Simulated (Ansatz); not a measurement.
Ansatz (a program for electronic structure) input (RI-MP2/def2-QZVPP):
A basis named .json is the Basis Set Exchange file of that set.

Ansatz 0.2 input:
```yaml
crystal:
  periodic: [false, false, false]
  atoms:
    - {symbol: Cl, position_ang: [-0.00000000, -0.00000000, -1.77529694]}
    - {symbol: I, position_ang: [0.00000000, 0.00000000, 0.56943487]}
basis:
  gaussian:
    orbitals: def2-QZVPP.json
    fitting: {mean_field: def2-universal-jkfit, correlation: def2-QZVPP-RIFIT.json}
magnetization: {spin_polarized: false}
correlation: {method: mp2, electrons: outside_noble_gas}
```

End of the output:

```
integrals: 0.08 GiB planned
346 factors; integrals over basis functions are off by at most 1.5e0 eV
443 factors; integrals over basis functions are off by at most 9.0e-1 eV
mean field: 0.32 GiB planned
mean field evaluation 1: about -20576.3254 eV, gradient 1.3e1 eV
mean field evaluation 2: about -20576.6527 eV, gradient 6.9e0 eV
mean field evaluation 4: about -20576.7272 eV, gradient 5.2e-1 eV
mean field evaluation 8: about -20576.7282 eV, gradient 1.9e-6 eV
mean field -20576.72815393 eV, -756.1808122497 hartree, gradient 1.9e-6 eV, S^2 0.000000; 0 other end points of the search recorded, 0 dependent functions left out
14 core orbitals not correlated
reference -20576.72815393 eV, -756.1808122497 hartree; 7, 7 occupied and 131, 131 virtual orbitals, 443 factors
second order -9.96520326 eV of doubles, -0.00000000 eV of singles
Total energy: -20586.69335719 eV, -756.5470267147 hartree
```
